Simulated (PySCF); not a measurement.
# Bond length, frequency and bond energy of CsLi by level of theory

State: ¹Σ⁺ (singlet), closed shell. Set-up: PySCF, scalar-relativistic core potentials, basis sets Cs def2-SVPD with ECP46, Li def2-SVPD. De refers to Cs + Li in their ground configurations, without counterpoise correction. A positive dipole means Cs(−)Li(+).

```json
{"Level": "RHF-MP2", "Re (Å)": "3.802", "ωe (cm⁻¹)": "174", "De (eV)": "0.365", "μ (D)": "n/a"}
{"Level": "RHF-SCS-MP2", "Re (Å)": "3.820", "ωe (cm⁻¹)": "173", "De (eV)": "0.444", "μ (D)": "n/a"}
{"Level": "RHF-CCSD", "Re (Å)": "3.790", "ωe (cm⁻¹)": "173", "De (eV)": "0.59", "μ (D)": "n/a"}
{"Level": "RHF-CCSD(T)", "Re (Å)": "3.789", "ωe (cm⁻¹)": "171", "De (eV)": "0.61", "μ (D)": "n/a"}
{"Level": "PBE", "Re (Å)": "3.777", "ωe (cm⁻¹)": "169", "De (eV)": "0.66", "μ (D)": "-4.04"}
{"Level": "PW91", "Re (Å)": "3.772", "ωe (cm⁻¹)": "170", "De (eV)": "0.70", "μ (D)": "-4.16"}
{"Level": "BP86", "Re (Å)": "3.775", "ωe (cm⁻¹)": "168", "De (eV)": "0.62", "μ (D)": "-3.74"}
{"Level": "r²SCAN", "Re (Å)": "3.843", "ωe (cm⁻¹)": "168", "De (eV)": "0.52", "μ (D)": "-4.97"}
{"Level": "TPSSh", "Re (Å)": "3.846", "ωe (cm⁻¹)": "167", "De (eV)": "0.76", "μ (D)": "-5.42"}
{"Level": "PBE0", "Re (Å)": "3.788", "ωe (cm⁻¹)": "174", "De (eV)": "0.60", "μ (D)": "-4.82"}
{"Level": "LC-ωPBE", "Re (Å)": "3.814", "ωe (cm⁻¹)": "182", "De (eV)": "0.54", "μ (D)": "-6.98"}
```

Task: Which functional lies closest to RHF-CCSD(T) in De, which farthest, and by how much do they differ from it?

Result: Closest is BP86 (-1.4 pm in Re, -1.8 % in ωe, +0.01 eV in De against RHF-CCSD(T) in the same basis), farthest TPSSh (+5.7 pm in Re, -2.3 % in ωe, +0.15 eV in De). CCSD(T) converges more slowly with the basis than the functionals do and binds too weakly in this one, so the order can change at the basis-set limit.

Task: What does a quarter of exact exchange do here, going from PBE to PBE0?

Result: PBE0 less PBE: +1.1 pm in Re, +3.0 % in ωe, -0.06 eV in De. Exact exchange removes part of the self-interaction that spreads semilocal densities, and in most molecules shortens and stiffens the bond and lowers De; here Re goes the other way.

Task: What does the step from GGA to meta-GGA do here, going from PBE to r²SCAN?

Result: r²SCAN less PBE: +6.6 pm in Re, -0.6 % in ωe, -0.14 eV in De. 

Correlated steps freeze no core orbitals. Closed-shell solutions of metal pairs were not tested for spin polarisation, which can lower them a little. Correlated levels converge slowly with the basis: in double zeta they bind strong bonds too weakly, by up to about 1 eV, and carry superposition errors of some tenths. Spin–orbit coupling is left out. Where the molecule has an RHF reference, its open-shell atoms are computed with UHF.
